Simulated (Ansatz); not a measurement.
Ansatz (a program for electronic structure) input:

Ansatz 0.2 input:
```yaml
crystal:
  periodic: [false, false, false]
  atoms:
    - {symbol: Cu, position_ang: [-0.00000000, -0.00000000, -0.82799153]}
    - {symbol: C, position_ang: [0.00000000, 0.00000000, 1.07847032]}
    - {symbol: O, position_ang: [0.00000000, 0.00000000, 2.19261656]}
basis:
  gaussian:
    orbitals: def2-TZVPD
hamiltonian:
  xc: {name: CAM-B3LYP}
total_charge: 2
magnetization: {spin_polarized: true, initial_magnetization: 1}
```

Task: What final total energy does it print?

Result: -1753.00309 Eh (CAM-B3LYP/def2-TZVPD). The basis has 125 functions.

This state (charge 2, doublet) is run at the relaxed geometry of the species with charge 1 and multiplicity 1.
